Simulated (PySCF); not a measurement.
**Continuum solvent and chemical shifts**

Molfile (atoms numbered from 1):
```
C6H12P2
     RDKit          3D

 20 20  0  0  0  0  0  0  0  0999 V2000
   -1.8210   -1.7431   -0.0195 C   0  0  0  0  0  0  0  0  0  0  0  0
   -1.1581   -0.2317    0.2266 P   0  0  2  0  0  5  0  0  0  0  0  0
   -2.3977    1.1067    1.4904 P   0  0  0  0  0  0  0  0  0  0  0  0
   -0.6465    1.0014   -1.1127 C   0  0  0  0  0  0  0  0  0  0  0  0
    0.8366    0.8341   -1.1951 C   0  0  0  0  0  0  0  0  0  0  0  0
    1.4516    0.1814   -0.1942 C   0  0  0  0  0  0  0  0  0  0  0  0
    2.9208   -0.0610   -0.0996 C   0  0  0  0  0  0  0  0  0  0  0  0
    0.5556   -0.3391    0.8976 C   0  0  0  0  0  0  0  0  0  0  0  0
   -1.1460   -2.5449   -0.3313 H   0  0  0  0  0  0  0  0  0  0  0  0
   -2.8809   -1.8270   -0.2664 H   0  0  0  0  0  0  0  0  0  0  0  0
   -3.4428    1.1328    0.5162 H   0  0  0  0  0  0  0  0  0  0  0  0
   -2.9781    0.0302    2.2235 H   0  0  0  0  0  0  0  0  0  0  0  0
   -1.1707    0.7581   -2.0510 H   0  0  0  0  0  0  0  0  0  0  0  0
   -0.9299    2.0316   -0.8288 H   0  0  0  0  0  0  0  0  0  0  0  0
    1.3991    1.2282   -2.0484 H   0  0  0  0  0  0  0  0  0  0  0  0
    3.3368    0.3846    0.8199 H   0  0  0  0  0  0  0  0  0  0  0  0
    3.1390   -1.1412   -0.0518 H   0  0  0  0  0  0  0  0  0  0  0  0
    3.4571    0.3626   -0.9605 H   0  0  0  0  0  0  0  0  0  0  0  0
    0.7583   -1.3887    1.1661 H   0  0  0  0  0  0  0  0  0  0  0  0
    0.6438    0.2529    1.8256 H   0  0  0  0  0  0  0  0  0  0  0  0
  1  2  2  0
  2  3  1  1
  2  4  1  0
  4  5  1  0
  5  6  2  0
  6  7  1  0
  6  8  1  0
  8  2  1  0
  1  9  1  0
  1 10  1  0
  3 11  1  0
  3 12  1  0
  4 13  1  0
  4 14  1  0
  5 15  1  0
  7 16  1  0
  7 17  1  0
  7 18  1  0
  8 19  1  0
  8 20  1  0
M  END
```

GIAO PBE0/pcSseg-1 in PySCF 2.14.0 with density-fitted response routines on one PBE0-D3(BJ)/def2-SVP conformer, non-relativistic, equivalent nuclei averaged. Solvents enter as an IEF-PCM continuum (benzene with ε = 2.3, acetonitrile with ε = 35.7) around the gas-phase geometry. Shifts are referred to TMS computed in the same medium.

Gas phase, δ in ppm: C6 146.7, C5 130.2, C4 47.3, C8 41.2, C7 22.5, C1 10.6, H15 5.58, H11/H12 3.35, H20 2.72, H14 2.53, H16/H17/H18 1.89, H19 1.88, H13 1.74, H9/H10 0.47. Dipole moment 1.91 D.

Question: How does each δ change in the continuum?

Answer: 
```tsv
atoms	environment	Δδ, benzene	Δδ, acetonitrile
C6	fully substituted alkene carbon	+1.4	+3.0
C5	alkene CH	+0.1	+0.2
C4	allylic sp3 CH2 bonded to P	+0.4	+1.0
C8	allylic sp3 CH2 bonded to P	+0.5	+1.1
C7	allylic methyl carbon	+0.1	+0.2
C1	carbon double-bonded to a heavier main-group atom	-3.1	-6.7
H15	hydrogen on an alkene CH	+0.05	+0.11
H11/H12	hydrogen on a phosphorus bonded to P	+0.07	+0.15
H20	hydrogen on an allylic sp3 CH2 bonded to P	+0.11	+0.25
H14	hydrogen on an allylic sp3 CH2 bonded to P	+0.07	+0.18
H16/H17/H18	hydrogen on an allylic methyl carbon	+0.03	+0.07
H19	hydrogen on an allylic sp3 CH2 bonded to P	+0.07	+0.12
H13	hydrogen on an allylic sp3 CH2 bonded to P	+0.09	+0.17
H9/H10	hydrogen on a carbon double-bonded to a heavier main-group atom	-0.16	-0.34
```

Changes are relative to the gas phase. The dipole moment becomes 2.27 D in benzene, 2.75 D in acetonitrile.

Question: Which nuclei move most (in ppm), and what does the model miss?

Answer: C1 (carbon double-bonded to a heavier main-group atom, -6.7 ppm) in acetonitrile. A continuum only polarises the solute; specific hydrogen bonds, the anisotropy of aromatic solvents and changes of geometry or conformer are outside it.
